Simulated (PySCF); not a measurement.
**Question.** What does the GFN2-xTB structure of InChI=1S/C9H9N/c10-8-4-7-9-5-2-1-3-6-9/h1-3,5-6H,8,10H2 look like in three dimensions?

**Answer.** 
```
atom  x, y, z in Å
N1     4.0410   -0.5855    0.4612
C2     3.3800    0.3832   -0.4052
C3     1.9264    0.3494   -0.3330
C4     0.7381    0.2187   -0.1874
C5    -0.6699    0.1180   -0.0778
C6    -1.2495   -0.8633    0.7261
C7    -2.6249   -0.9588    0.8172
C8    -3.4339   -0.0814    0.1133
C9    -2.8625    0.8966   -0.6852
C10   -1.4888    0.9996   -0.7836
H11    3.7406   -1.5261    0.2248
H12    3.7869   -0.4169    1.4295
H13    3.7345    1.3827   -0.1287
H14    3.6933    0.1828   -1.4362
H15   -0.6153   -1.5459    1.2734
H16   -3.0689   -1.7230    1.4389
H17   -4.5083   -0.1599    0.1862
H18   -3.4921    1.5813   -1.2349
H19   -1.0364    1.7578   -1.4060
```

Orientation and origin are arbitrary. Atoms count from 1 in this order. N1 (primary amine nitrogen) is pyramidal (angles 110.1°, 110.1° and 107.6°, sum 327.7°, 0.38 Å off the plane of its three neighbours). The 6-membered ring C5–C6–C7–C8–C9–C10 has internal angles of 119.5° to 120.3°; it is planar, 0.00 Å rms from its mean plane, widest ring torsion 0°. The C–C distances run from 1.204 Å (C3≡C4, drawn triple) to 1.456 Å (C2–C3, drawn single), a spread of 0.252 Å. The 10 heavy atoms lie in one plane (0.016 Å rms).

Bonds between heavy atoms (Å): N1–C2 1.458, C2–C3 1.456, C3≡C4 1.204, C4–C5 1.416, C5–C6 1.395, C6–C7 1.382, C7–C8 1.386, C8–C9 1.386, C9–C10 1.381, C5–C10 1.395.

The geometry is computed with GFN2-xTB (gas phase).

Point group: near Cs, missed by 0.13 Å at most; the miss may be what the optimiser left on a soft mode. Not checked by GFN2-xTB frequencies. The numbers are those of one conformer (H–N1–C2–C3 59° and -60°).
